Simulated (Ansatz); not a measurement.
Computed with Ansatz on PBE0-D4/def2-TZVP structures; ΔE is electronic, products minus reactants. CCSD(T)/CBS is the MP2 limit (def2-TZVPP, def2-QZVPP) plus CCSD(T) − MP2 in def2-TZVPP, frozen cores. This one scheme is used for every species. Functionals use def2-TZVPP. B3LYP here is the variant with VWN-RPA as its local correlation; programs differ in this. def2 core potentials past Kr. For I outer-core shells are correlated without core-valence functions, which leaves a few kJ/mol of doubt a bond. Each species was taken in one conformer, which may not be the lowest.

Reaction (substitution at a C–I bond): `OC(O)(O)I` + H–F → `OC(O)(O)F` + HI

**Question.** Is it downhill or uphill in electronic energy at CCSD(T)/CBS, and by how much? (Estimate.)

**Answer.** Computed: Downhill: ΔE = -16.7 kJ/mol.

**Question.** What do these levels give: BLYP-D4, B97M-V, PBE0-D4, PBE-QIDH, BLYP, r2SCAN, B3LYP, r2SCAN0, CCSD/def2-SVP, CCSD(T)/def2-TZVPP, SCS-MP2/def2-QZVPP, HF/CBS(def2)? (Best estimate.)

**Answer.** The calculation gave: BLYP-D4 -1.0, B97M-V -30.3, PBE0-D4 -18.5, PBE-QIDH -27.4, BLYP -13.8, r2SCAN -17.7, B3LYP -25.5, r2SCAN0 -27.8, CCSD/def2-SVP -62.8, CCSD(T)/def2-TZVPP -30.6, SCS-MP2/def2-QZVPP -17.4, HF/CBS(def2) -64.9 kJ/mol.

Largest T1 diagnostic among the species: 0.011.

In def2-TZVPP, CCSD(T) changes the Hartree–Fock value by +35.1 kJ/mol (the triples alone add +9.4 kJ/mol) and MP2 by +51.8 kJ/mol. Leaving LDA and LC-ωPBE aside and taking each functional with its dispersion term where it has one, the values, not all of them listed here, spread over 40.7 kJ/mol, from ωB97X-V to revPBE-D4. LDA lies −6.3 kJ/mol from PBE without D4.
